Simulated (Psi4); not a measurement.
hydrogen isocyanide (CHN), singlet, at a GFN2-xTB geometry; CCSD(T)/6-311G** run with Psi4.

The Psi4 input:
```
memory 2 GB

molecule mol {
0 1
C    -0.000000   -0.000000   -0.733209
N     0.000000    0.000000    0.425228
H     0.000000    0.000000    1.422658
}

set {
  basis 6-311g**
  reference rhf
  freeze_core true
  mp2_type conv
  scf_type pk
  puream true
  d_convergence 1e-8
}

energy('ccsd(t)')
print_variables()
```

Task: Write the output that Psi4 gives for this input, abridged.

Result: 
```
   => Loading Basis Set <=

    Name: 6-311G**
    Role: ORBITAL
    Keyword: BASIS

         ---------------------------------------------------------
                                   SCF
               by Justin Turney, Rob Parrish, Andy Simmonett
                          and Daniel G. A. Smith
                              RHF Reference
         ---------------------------------------------------------

  ==> Geometry <==

    Molecular point group: c2v
    Full point group: C_inf_v

    Geometry (in Angstrom), charge = 0, multiplicity = 1:

       Center              X                  Y                   Z               Mass
    ------------   -----------------  -----------------  -----------------  -----------------
         C            0.000000000000     0.000000000000    -0.680999760292    12.000000000000
         N            0.000000000000     0.000000000000     0.477437239708    14.003074004430
         H            0.000000000000     0.000000000000     1.474867239708     1.007825032230

  Running in c2v symmetry.

  Rotational constants: A = ************  B =      1.53960  C =      1.53960 [cm^-1]
  Rotational constants: A = ************  B =  46156.15036  C =  46156.15036 [MHz]
  Nuclear repulsion =   24.372255227343722

  Charge       = 0
  Multiplicity = 1
  Electrons    = 14
  Nalpha       = 7
  Nbeta        = 7

  ==> Algorithm <==

  SCF Algorithm Type is PK.
  DIIS enabled.
  MOM disabled.
  Fractional occupation disabled.
  Guess Type is SAD.
  Energy threshold   = 1.00e-08
  Density threshold  = 1.00e-08
  Integral threshold = 1.00e-12

  ==> Primary Basis <==

  Basis Set: 6-311G**
    Blend: 6-311G**
    Number of shells: 20
    Number of basis functions: 42
    Number of Cartesian functions: 44
    Spherical Harmonics?: true
    Max angular momentum: 2

  ==> Integral Setup <==

  Using in-core PK algorithm.
   Calculation information:
      Number of atoms:                   3
      Number of AO shells:              20
      Number of primitives:             40
      Number of atomic orbitals:        44
      Number of basis functions:        42

      Integral cutoff                 1.00e-12
      Number of threads:                 1

  Performing in-core PK
  Using 816312 doubles for integral storage.
  We computed 22152 shell quartets total.
  Whereas there are 22155 unique shell quartets.

  ==> DiskJK: Disk-Based J/K Matrices <==

    J tasked:                  Yes
    K tasked:                  Yes
    wK tasked:                  No
    Schwarz Cutoff:          1E-12

  Minimum eigenvalue in the overlap matrix is 5.4807210013E-03.
  Reciprocal condition number of the overlap matrix is 1.2622646811E-03.
    Using symmetric orthogonalization.

  ==> Pre-Iterations <==

  SCF Guess: Superposition of Atomic Densities via on-the-fly atomic UHF (no occupation information).

   -------------------------
    Irrep   Nso     Nmo
   -------------------------
     A1        22      22
     A2         2       2
     B1         9       9
     B2         9       9
   -------------------------
    Total      42      42
   -------------------------

  ==> Iterations <==

                        Total Energy        Delta E     RMS |[F,P]|

   @RHF iter SAD:   -92.03296798372278   -9.20330e+01   0.00000e+00
   @RHF iter   1:   -92.85885070150763   -8.25883e-01   9.28016e-03 ADIIS/DIIS
   @RHF iter   2:   -92.87913059028446   -2.02799e-02   3.49812e-03 ADIIS/DIIS
   @RHF iter   3:   -92.88190672075295   -2.77613e-03   1.06309e-03 ADIIS/DIIS
   @RHF iter   4:   -92.88220694501847   -3.00224e-04   2.68434e-04 ADIIS/DIIS
   @RHF iter   5:   -92.88223165599545   -2.47110e-05   2.97399e-05 DIIS
   @RHF iter   6:   -92.88223224887140   -5.92876e-07   5.72940e-06 DIIS
   @RHF iter   7:   -92.88223227206547   -2.31941e-08   7.72974e-07 DIIS
   @RHF iter   8:   -92.88223227240907   -3.43604e-10   1.83579e-07 DIIS
   @RHF iter   9:   -92.88223227242254   -1.34719e-11   2.07108e-08 DIIS
   @RHF iter  10:   -92.88223227242281   -2.70006e-13   3.36211e-09 DIIS
  Energy and wave function converged.

  ==> Post-Iterations <==

    Orbital Energies [Eh]
    ---------------------

    Doubly Occupied:

[...]
       5A1    -0.485185

    Virtual:

[...]
    Final Occupation by Irrep:
             A1    A2    B1    B2
    DOCC [     5,    0,    1,    1 ]
    NA   [     5,    0,    1,    1 ]
    NB   [     5,    0,    1,    1 ]

  @RHF Final Energy:   -92.88223227242281

   => Energetics <=

    Nuclear Repulsion Energy =             24.3722552273437216
    One-Electron Energy =                -173.3926050984002245
    Two-Electron Energy =                  56.1381175986336984
    Total Energy =                        -92.8822322724228115

Computation Completed

Properties will be evaluated at   0.000000,   0.000000,   0.000000 [a0]

Properties computed using the SCF density matrix

 Multipole Moments:

 ------------------------------------------------------------------------------------
     Multipole            Electronic (a.u.)      Nuclear  (a.u.)        Total (a.u.)
 ------------------------------------------------------------------------------------

 L = 1.  Multiply by 2.5417464519 to convert [e a0] to [Debye]
 Dipole X            :          0.0000000            0.0000000            0.0000000
 Dipole Y            :          0.0000000            0.0000000            0.0000000
 Dipole Z            :         -0.2260449            1.3812563            1.1552114
 Magnitude           :                                                    1.1552114

 ------------------------------------------------------------------------------------

 MINTS: Wrapper to libmints.
   by Justin Turney

   Calculation information:
      Number of threads:                 1
      Number of atoms:                   3
      Number of AO shells:              20
      Number of SO shells:              20
      Number of primitives:             40
      Number of atomic orbitals:        44
[...]
	Total:                                     0.009 (MW) /      0.069 (MB)

	Nuclear Rep. energy          =     24.37225522734372
	SCF energy                   =    -92.88223227242281
	One-electron energy          =    -49.78297688903555
	Two-electron energy          =     21.22095696377820
	Reference energy             =    -92.88223227242281

            **************************
            *                        *
            *        CCENERGY        *
            *                        *
            **************************

    Nuclear Rep. energy (wfn)     =   24.372255227343722
    SCF energy          (wfn)     =  -92.882232272422812
    Reference energy    (file100) =  -92.882232272422812

    Input parameters:
    -----------------
    Wave function   =     CCSD_T
    Reference wfn   =     RHF
    Brueckner       =     No
    Maxiter         =     50
    R_Convergence   =     1.0e-07
    E_Convergence   =     1.0e-06
    Restart         =     Yes
    DIIS            =     Yes
    AO Basis        =     NONE
    ABCD            =     NEW
    Cache Level     =     2
    Cache Type      =     LOW
    Print Level     =     1
    Num. of threads =     1
    # Amps to Print =     10
    Print MP2 Amps? =     No
    Analyze T2 Amps =     No
    Print Pair Ener =     No
    Local CC        =     No
    SCS-MP2         =     False
    SCSN-MP2        =     False
    SCS-CCSD        =     False

MP2 correlation energy -0.2869155188580249
                Solving CC Amplitude Equations
                ------------------------------
  Iter             Energy              RMS        T1Diag      D1Diag    New D1Diag    D2Diag
  ----     ---------------------    ---------   ----------  ----------  ----------   --------
     0        -0.286915518858025    0.000e+00    0.000000    0.000000    0.000000    0.144300
     1        -0.286478894298342    6.069e-02    0.013693    0.028860    0.028860    0.142964
     2        -0.296407125202559    2.311e-02    0.013710    0.028015    0.028015    0.152400
     3        -0.299046911288191    1.003e-02    0.016479    0.033478    0.033478    0.156686
     4        -0.298945222396295    2.442e-03    0.016817    0.033869    0.033869    0.157555
     5        -0.299060398155757    9.533e-04    0.017027    0.034181    0.034181    0.158025
     6        -0.299062086880065    2.482e-04    0.017070    0.034218    0.034218    0.158056
     7        -0.299060597167635    7.030e-05    0.017078    0.034223    0.034223    0.158047
     8        -0.299060450671088    2.691e-05    0.017083    0.034226    0.034226    0.158044
     9        -0.299059675412419    6.725e-06    0.017083    0.034225    0.034225    0.158042
    10        -0.299059636411511    2.143e-06    0.017083    0.034225    0.034225    0.158041
    11        -0.299059656093652    5.795e-07    0.017083    0.034225    0.034225    0.158041
    12        -0.299059671497291    1.681e-07    0.017083    0.034225    0.034225    0.158041
    13        -0.299059679022278    4.432e-08    0.017083    0.034225    0.034225    0.158041

    Iterations converged.

    Largest TIA Amplitudes:
              3  19         0.0247378492
              4  27         0.0247378492
              3  20         0.0192394933
              4  28         0.0192394933
              2   0         0.0149662768
              2   2         0.0132736981
              3  22         0.0096381143
              4  30         0.0096381143
              3  24         0.0055070824
              4  32         0.0055070824

    Largest TIjAb Amplitudes:
      3   3  19  19        -0.0770903817
      4   4  27  27        -0.0770903817
      2   2  19  19        -0.0600052109
      2   2  27  27        -0.0600052109
      3   4  19  27        -0.0503997767
      4   3  27  19        -0.0503997767
      2   2   3   3        -0.0470026523
      3   3  19  21        -0.0343055116
      3   3  21  19        -0.0343055116
      4   4  27  29        -0.0343055116

    SCF energy       (wfn)                    =  -92.882232272422812
    Reference energy (file100)                =  -92.882232272422812

    Opposite-spin MP2 correlation energy      =   -0.214592002182674
    Same-spin MP2 correlation energy          =   -0.072323516675351
    Singles MP2 correlation energy            =   -0.000000000000000
    MP2 correlation energy                    =   -0.286915518858025
      * MP2 total energy                      =  -93.169147791280835

    Opposite-spin CCSD correlation energy     =   -0.236755636974281
    Same-spin CCSD correlation energy         =   -0.062304042047997
    Singles CCSD correlation energy           =    0.000000000000000
    CCSD correlation energy                   =   -0.299059679022278
      * CCSD total energy                     =  -93.181291951445090

            **************************
            *                        *
            *        CCTRIPLES       *
            *                        *
            **************************

    Wave function   =    CCSD_T
    Reference wfn   =      RHF

    Nuclear Rep. energy (wfn)                =   24.372255227343722
    SCF energy          (wfn)                =  -92.882232272422812
    Reference energy    (file100)            =  -92.882232272422812
    CCSD energy         (file100)            =   -0.299059679022278
    Total CCSD energy   (file100)            =  -93.181291951445090

    Number of ijk index combinations:               35
    Approx. words needed per explicit thread:           19652
    Number of threads for explicit ijk threading:    1

    MKL num_threads set to 1 for explicit threading.

    (T) energy                                =   -0.013339508280588
      * CCSD(T) total energy                  =  -93.194631459725684

  Variable Map:
  ----------------------------------------------------------------------------
[...]
  Array Variable Map:
  ----------------------------------------------------------------------------
[...]
[...]
```
